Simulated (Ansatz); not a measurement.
Species: C$_{5}$H$_{11}$O, net charge 0, doublet state. It need not be the lowest isomer of its formula. SMILES: [CH2][C@H](O)CCC
Structure (B3LYP-D3(BJ)/def2-TZVP (Ansatz, a program for electronic structure) minimum search):
```
C
H 1 1.0939
H 1 1.0941 2 106.99
C 1 1.5273 2 109.84 3 -119.53
H 4 1.0911 1 109.03 2 -178.67
H 4 1.0951 5 106.48 1 -117.53
C 4 1.5260 5 110.05 6 -118.76
H 7 1.0916 4 111.35 5 58.54
H 7 1.0927 8 107.68 4 121.94
H 7 1.0930 8 107.74 9 115.75
C 1 1.5336 2 108.28 3 116.14
H 11 1.1002 1 107.75 2 66.38
O 11 1.4354 12 109.35 1 -115.42
H 13 0.9634 11 107.86 12 -69.82
C 11 1.4831 12 109.30 13 -121.86
H 15 1.0813 11 121.12 12 -27.62
H 15 1.0825 16 118.86 11 170.25
```
Charge 0, spin multiplicity 2.

Quantity: atomisation energy (electronic, to ground-state atoms), in kJ/mol. Correlated levels leave the core frozen unless marked. Open shells are spin-unrestricted. No spin-orbit coupling. Non-relativistic. The coupled-cluster limit lacks core correlation, which all-electron functionals hold. Basis-set limits of correlation are two-point, X^-3; Hartree-Fock from the larger set. [CCSD(T)-MP2]/basis is that difference in the basis named.

```tsv
level	program	atomisation energy (kJ/mol)
HF/6-31G	Ansatz	4706.8
```

Question: Estimate the value at RI-MP2/CBS(cc-pVTZ,cc-pVQZ)+[CCSD(T)-MP2]/cc-pVTZ as computed with Ansatz.

Answer: 6642.6 kJ/mol, so HF/6-31G differs from it by -1935.8 kJ/mol.
